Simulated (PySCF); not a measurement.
Compound: H₇PSiSn.
Cartesian coordinates in Å at the PBE0-D3(BJ)/def2-SVP level; atoms count from 1:
```
atom  x, y, z in Å
Si1    1.765    0.740    0.068
Sn2   -0.193   -0.886   -0.280
P3    -2.328    0.467   -0.374
H4     3.063    0.000    0.121
H5     1.816    1.729   -1.051
H6     1.581    1.478    1.354
H7    -0.244   -2.057    0.977
H8    -0.045   -1.705   -1.781
H9    -3.154   -0.654   -0.049
H10   -2.212    0.867    0.995
```

Method: PBE0-D3(BJ)/def2-SVP geometry optimisation, gas phase, def2 core potentials past Kr (PySCF).

Masses are those of the commonest isotopes; rigid-rotor values at the optimised geometry. The values belong to one conformer with, in the numbering `[SiH3:1][SnH2:2][PH2:3]`, Si1–Sn2–P3–H -159° and -66°.

Task: What are A, B and C (cm⁻¹)?

Result: Ia = 111.35, Ib = 290.93, Ic = 384.75 u·Å²; 505379 MHz·u·Å²/I gives 4539, 1737 and 1314 MHz, that is A = 0.15140, B = 0.05794, C = 0.04382 cm⁻¹.

Task: What kind of rotor is it?

Result: An asymmetric top; Ray's κ = -0.737.

Task: Is it planar, by Δ = Ic − Ia − Ib?

Result: Not planar: Δ = Ic − Ia − Ib = -17.53 u·Å². For a rigid frame Δ = −2 Σ m c², so Σ m c² = 8.76 u·Å² lies off the ab plane: 8.66 from hydrogen and 0.10 from heavier atoms. The atom farthest from that plane is 1.41 Å away.

Task: List the rotational levels J(Ka,Kc) to J = 3 (MHz).

Result: Above 0(0,0):
J = 1: 1(0,1) 3051, 1(1,1) 5852, 1(1,0) 6276
J = 2: 2(0,2) 9108, 2(1,2) 11530, 2(1,1) 12801, 2(2,1) 21206, 2(2,0) 21250
J = 3: 3(0,3) 18085, 3(1,3) 20020, 3(1,2) 22559, 3(2,2) 30358, 3(2,1) 30577, 3(3,1) 45452, 3(3,0) 45455
The levels of one J sum to (2J + 1)J(J + 1)(A + B + C)/3.

Task: Which types of transition are allowed, and where do some lines up to J = 3 fall?

Result: The dipole components are |μa| = 0.28 D, |μb| = 0.43 D, |μc| = 0.65 D. The squared components, which scale the intensities, stand as 0.19 : 0.44 : 1.00 (a : b : c). Some lines, for components of 0.1 D or more:

| type | branch | J(Ka,Kc) | MHz | lower level (cm⁻¹) |
| --- | --- | --- | --- | --- |
| a | Q | 1(1,0) ← 1(1,1) | 424 | 0.195 |
| b | R | 3(1,2) ← 2(2,1) | 1353 | 0.707 |
| a | Q | 3(1,2) ← 3(1,3) | 2539 | 0.668 |
| a | R | 1(0,1) ← 0(0,0) | 3051 | 0.000 |
| c | R | 1(1,0) ← 0(0,0) | 6276 | 0.000 |
| c | Q | 3(2,2) ← 3(1,2) | 7799 | 0.752 |
| b | Q | 3(2,1) ← 3(1,2) | 8018 | 0.752 |
| c | Q | 2(2,1) ← 2(1,1) | 8405 | 0.427 |
| b | Q | 2(2,0) ← 2(1,1) | 8449 | 0.427 |
| b | R | 2(1,2) ← 1(0,1) | 8479 | 0.102 |
| a | R | 3(1,3) ← 2(1,2) | 8490 | 0.385 |
| a | R | 3(2,2) ← 2(2,1) | 9152 | 0.707 |
| b | Q | 2(2,1) ← 2(1,2) | 9676 | 0.385 |
| c | R | 2(1,1) ← 1(0,1) | 9750 | 0.102 |
| b | Q | 3(2,2) ← 3(1,3) | 10338 | 0.668 |
| c | R | 3(1,2) ← 2(0,2) | 13451 | 0.304 |
| c | Q | 3(3,1) ← 3(2,1) | 14874 | 1.020 |
| b | Q | 3(3,0) ← 3(2,1) | 14877 | 1.020 |
| c | R | 2(2,0) ← 1(1,0) | 14974 | 0.209 |
| b | R | 3(2,2) ← 2(1,1) | 17557 | 0.427 |
| c | R | 3(2,2) ← 2(1,2) | 18828 | 0.385 |
| b | R | 3(3,1) ← 2(2,0) | 24201 | 0.709 |
| c | R | 3(3,1) ← 2(2,1) | 24246 | 0.707 |

PBE0-D3(BJ)/def2-SVP frequencies: not computed here. These are rigid-rotor constants of the computed structure; measured ground-state constants (B0) also hold zero-point vibration. A rigid rotor knows nothing of internal rotation, which can split or shift real lines.
